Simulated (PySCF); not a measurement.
# Broadened absorption spectrum of C4H5BF2SSi

C4H5BF2SSi.
Z-matrix (Å and degrees, PBE0-D3(BJ)/def2-SVP geometry), rows numbered from 1:
```
F 
B   1  1.3217
F   2  1.3182  1  115.95
Si  2  2.0340  1  123.57  3   179.41
C   4  1.8647  2  110.18  1    14.70
C   5  1.3816  4  127.60  2   -11.73
C   6  1.4208  5  113.45  4  -179.33
C   7  1.3715  6  112.31  5    -0.05
S   8  1.7127  7  111.51  6     0.04
H   4  1.4958  2  108.94  1   136.69
H   4  1.4987  2  108.38  1  -107.66
H   6  1.0911  5  122.77  4     0.64
H   7  1.0908  6  124.20  5  -179.87
H   8  1.0896  7  128.08  6  -179.62
```

Method: PySCF 2.14.0, density-fitted response routines, TDDFT CAM-B3LYP/def2-SVPD, vertical, gas phase, core orbitals frozen in the response.

Computed states:

| state | E (eV) | f |
| --- | --- | --- |
| S1 | 5.41 | 0.169 |
| S2 | 5.62 | 0.076 |
| S3 | 6.00 | 0.021 |
| S4 | 6.38 | 0.0005 |
| S5 | 6.44 | 0.0008 |
| S6 | 6.57 | 0.017 |
| S7 | 6.65 | 0.0052 |
| S8 | 6.66 | 0.032 |
| S9 | 7.02 | 0.0039 |
| S10 | 7.06 | 0.0042 |

Each state is given a Gaussian of 0.4 eV full width at half maximum, with ε(max) = 2.175×10⁸ f / Δν̃ (Δν̃ the width in cm⁻¹). The width is an assumption, not a result. The curve ends short of the highest state used, and states not computed would add to its high-energy end.

Question: What does the envelope look like, and where are its maxima?

Answer: 
(E (eV), ε (L mol⁻¹ cm⁻¹)): (4.81, 21), (4.84, 38), (4.87, 68), (4.90, 118), (4.93, 199), (4.96, 324), (4.99, 513), (5.02, 786), (5.05, 1169), (5.08, 1686), (5.11, 2358), (5.14, 3201), (5.17, 4217), (5.20, 5392), (5.23, 6697), (5.26, 8081), (5.29, 9479), (5.32, 10814), (5.35, 12008), (5.38, 12988), (5.41, 13696), (5.44, 14095), (5.47, 14170), (5.50, 13933), (5.53, 13414), (5.56, 12659), (5.59, 11724), (5.62, 10668), (5.65, 9547), (5.68, 8417), (5.71, 7321), (5.74, 6298), (5.77, 5376), (5.80, 4572), (5.83, 3892), (5.86, 3335), (5.89, 2889), (5.92, 2538), (5.95, 2259), (5.98, 2033), (6.01, 1839), (6.04, 1664), (6.07, 1499), (6.10, 1340), (6.13, 1191), (6.16, 1058), (6.19, 951), (6.22, 880), (6.25, 856), (6.28, 887), (6.31, 979), (6.34, 1135), (6.37, 1351), (6.40, 1622), (6.43, 1936), (6.46, 2276)

Maxima: 227 nm (5.46 eV), ε about 14000, made up of S1 (77%) and S2 (23%) (ε in L mol⁻¹ cm⁻¹; maxima over ε = 5, shares over 10%). At its high-energy end, 6.46 eV, the curve is still rising (ε about 2300, from S6 and S8).

Question: What would ε be at 5.46 eV, the highest of these maxima, with half the width (0.2 eV)?

Answer: About 21200 L mol⁻¹ cm⁻¹ against 14200, a factor of about 1.5; a lone state at its own centre would give exactly 2.

Question: On this curve, what absorbance would a 10⁻⁴ mol/L sample give at 193 nm over a 1 cm path?

Answer: 193 nm is 6.424 eV, where ε is about 1900 L mol⁻¹ cm⁻¹, so A = ε c l ≈ 0.19 (Beer–Lambert, with the gas-phase spectrum and the assumed width).

Question: Coming from long wavelengths, where does ε first pass 100 L mol⁻¹ cm⁻¹?

Answer: At about 253 nm (4.89 eV), 0.52 eV below S1.

The vertical ionisation energy (ΔSCF) is 8.97 eV, 1.91 eV above S10.

The run took 3.2 min wall on one thread, Arm Neoverse V2 (aarch64), no GPU, on a shared host, and the process peaked at 1.4 GiB of memory.

One conformer stands for the species.
